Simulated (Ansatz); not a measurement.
Total energies of CH5AlBBrO.

Z-matrix (Å, degrees):
```
Al
B 1 2.601
O 1 1.867 2 64.3
C 1 2.520 2 35.8 3 1.3
H 1 1.576 2 112.8 3 102.4
H 1 1.810 2 26.6 3 176.1
H 1 1.572 2 111.6 3 -104.2
Br 2 2.011 1 111.9 3 91.7
H 2 1.196 1 130.3 3 -110.7
H 4 1.098 1 161.3 2 -172.9
```

The species carries charge 0 and has multiplicity 1. Correlated methods include outer-core shells of Br, which these sets cover unevenly. Scalar relativity is left out up to krypton. The bonds changed during the relaxation, so this is another structure than the one it started from. The structure was optimised at the PBE0-D4/def2-TZVP level. It is one conformer, not always the lowest. Basis def2-TZVPP, the Gaussian-basis code of Ansatz.

RPA on PBE orbitals: Hartree–Fock energy of these orbitals -2954.69702 Eh, correlation -1.41430 Eh (frozen core).

```csv
functional,energy without D4 (Eh),D4 term (kJ/mol)
PBE,-2957.17204,-24.4
BLYP,-2957.85597,-53.2
r2SCAN,-2957.75777,-5.7
B97M-V,-2957.35289,–
PBE0,-2957.29653,-20.7
B3LYP,-2957.93744,-39.7
r2SCANh,-2957.74773,-6.2
HSE06 (plane-wave form),-2957.28719,-19.4
CAM-B3LYP,-2957.94248,-21.3
LC-ωPBE,-2957.34482,–
ωB97X-V,-2957.56076,–
ωB97M-V,-2957.65791,–
B2PLYP,-2957.26455,–
PBE-QIDH,-2956.87996,–
```

(1) Give the same for LDA (SPW92), revPBE, r2SCAN0, BHLYP. (Best estimate.)

B3LYP takes the VWN-RPA correlation (the form of Gaussian; ORCA's B3LYP/G). HSE06 is the plane-wave form, built on full-range PBE exchange. The double hybrids freeze the cores in their second-order part.

Results:

(1) Computed: 
```tsv
functional	energy without D4 (Eh)	D4 term (kJ/mol)
LDA (SPW92)	-2952.05708	–
revPBE	-2957.55605	-69.2
r2SCAN0	-2957.73416	-6.9
BHLYP	-2957.79494	-32.2
```

LC-ωPBE has ω = 0.4 bohr⁻¹.
